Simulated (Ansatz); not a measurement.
Frontier orbitals of F₃H₃O₃Si₂ (`O[SiH](O)O[Si](F)(F)F`).

```xyz
11

O    -1.7982   -1.5388    0.2897
Si   -1.1830   -0.0343    0.2647
O    -0.5377    0.4358    1.6886
O     0.0716    0.0650   -0.7801
Si    1.6062    0.4273   -0.9943
F     1.9736    0.2667   -2.5107
F     1.9260    1.9044   -0.5726
F     2.5403   -0.5294   -0.1695
H    -1.2261   -2.2766    0.5081
H    -2.2790    0.8310   -0.1922
H    -1.0937    0.4490    2.4684
```

Total charge 0; spin multiplicity 1. Geometry: relaxed with PBE0-D4/def2-TZVP. It is one conformer, not always the lowest. Basis def2-TZVPP, Ansatz 0.2.0.

```csv
functional,HOMO (eV),LUMO (eV)
CAM-B3LYP,-11.23,1.09
```

Give HOMO and LUMO (eV) with LDA (SPW92), PBE, revPBE, BLYP, r2SCAN, B97M-V, PBE0, B3LYP, r2SCANh, r2SCAN0, HSE06 (plane-wave form), BHLYP, LC-ωPBE, ωB97X-V, ωB97M-V, HF. (Estimate.)

Computed: 
```
             functional    HOMO   LUMO
            LDA (SPW92)   -8.16  -0.75
                    PBE   -7.94  -0.55
                 revPBE   -7.86  -0.45
                   BLYP   -7.84  -0.59
                 r2SCAN   -8.35   0.11
                 B97M-V   -8.45  -0.30
                   PBE0   -9.71   0.34
                  B3LYP   -9.43  -0.05
                r2SCANh   -9.01   0.38
                r2SCAN0  -10.00   0.77
HSE06 (plane-wave form)   -9.29  -0.03
                  BHLYP  -11.36   0.96
                LC-ωPBE  -12.61   2.46
                ωB97X-V  -12.25   2.25
                ωB97M-V  -12.16   1.78
                     HF  -13.79   3.03
```

B3LYP here is the variant with VWN-RPA as its local correlation; programs differ in this. LC-ωPBE has ω = 0.4 bohr⁻¹. Positive LUMOs are unbound and depend on the basis.
